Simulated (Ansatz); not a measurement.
Reaction (ligand exchange at a Ge–F bond): `[F][Ge][F]` + CH₃OH → `C[O][Ge][F]` + H–F

Calculated with Ansatz (gas phase, PBE0-D4/def2-TZVP geometries, no zero-point term in ΔE). CBS: MP2 limit from def2 TZ/QZ plus the TZ coupled-cluster correction, frozen cores. This one scheme is used for every species. Functionals use def2-TZVPP. For Ge outer-core shells are correlated without core-valence functions, which leaves a few kJ/mol of doubt a bond. Scalar relativity is left out up to krypton. One conformer a species, not always the lowest.

Q: Is it downhill or uphill in electronic energy at CCSD(T)/CBS, and by how much? (Estimate.)

A: The calculation gave: Uphill: ΔE = +16.6 kJ/mol.

Q: What do these levels give: BLYP-D4, B97M-V, BHLYP-D4, ωB97M-V, B2PLYP, revPBE, RPA@PBE/def2-TZVPP, HF/def2-SVP, HF/def2-TZVPP, SCS-MP2/def2-TZVPP, CCSD(T)/def2-TZVPP, HF/CBS(def2)? (Best estimate.)

A: Ansatz gave: BLYP-D4 22.3, B97M-V 28.2, BHLYP-D4 23.7, ωB97M-V 25.8, B2PLYP 23.8, revPBE 30.2, RPA@PBE/def2-TZVPP 18.6, HF/def2-SVP 31.4, HF/def2-TZVPP 34.4, SCS-MP2/def2-TZVPP 18.5, CCSD(T)/def2-TZVPP 17.1, HF/CBS(def2) 36.5 kJ/mol.

Largest T1 diagnostic among the species: 0.015.

At CCSD(T), def2-SVP lies +4.3 kJ/mol from the extrapolated value and def2-TZVPP +0.5 kJ/mol. In def2-TZVPP, CCSD(T) changes the Hartree–Fock value by −17.3 kJ/mol (the triples alone add −2.9 kJ/mol) and MP2 by −21.1 kJ/mol.
